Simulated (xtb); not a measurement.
Bi(F)2(OH) (BiF2HO), SMILES [OH][Bi]([F])[F]. All values are semi-empirical tight-binding results from xtb (GFN2-xTB unless named), good for trends rather than for accurate numbers. Geometry: GFN2-xTB. The values are those of a single conformer.

For metal compounds this method's bond lengths and energies can be far off.

Computed properties:
```
Property                                       Result
-------------------------------------  --------------
point group as xtb finds it                        Cs
orbital gap                                   7.20 eV
zero-point energy                        9.6 kcal/mol
G − E(el) at 298.15 K (modified RRHO)  -10.1 kcal/mol
```
